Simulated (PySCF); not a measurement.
Harmonic spectrum computed at PBE0 in the def2-TZVPD basis family (core potentials from Rb on, PySCF, no spin–orbit coupling):

```json
{"symmetry": "πu", "ω (cm⁻¹)": "432", "IR (km/mol, summed over degenerate members)": "1570"}
{"symmetry": "σg+", "ω (cm⁻¹)": "1035", "IR (km/mol, summed over degenerate members)": "0.0"}
{"symmetry": "σu+", "ω (cm⁻¹)": "1112", "IR (km/mol, summed over degenerate members)": "838"}
```

Q: Which molecule gave it? In each, all ligands are bound to the one heavy central atom.
A. LiH₂⁻ (singlet)
B. NaH₂⁻ (singlet)
C. TlH₂⁻ (singlet)
D. RbH₂⁻ (singlet)

A: A. It has D∞h symmetry with Li–H 1.732 Å (×2).
